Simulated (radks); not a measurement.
Question: Ni18+, configuration [Ne] (the NIST ground configuration). Method: scalar-relativistic Kohn-Sham, PBE, spin-polarised, spherical densities, point nucleus; computed with a radial shooting solver on a logarithmic mesh with Libxc functionals. Some entries of the table are withheld. Estimate them.

orbital  occ.  eigenvalue (Ry)  r(max) (bohr)  <r> (bohr)
1s          2        -653.8065        0.03539     0.05405
2s          2              (1)            (2)      0.2406
2p          6              (3)         0.1630      0.2106
3s          0        -45.89036            (4)         (5)
3p          0        -42.97408         0.5483      0.5858
3d          0        -39.13961         0.4508      0.5295

Answer: 
(1) 2s eigenvalue (Ry): -119.5021
(2) 2s r(max) (bohr): 0.2029
(3) 2p eigenvalue (Ry): -109.8990
(4) 3s r(max) (bohr): 0.5644
(5) 3s <r> (bohr): 0.5987
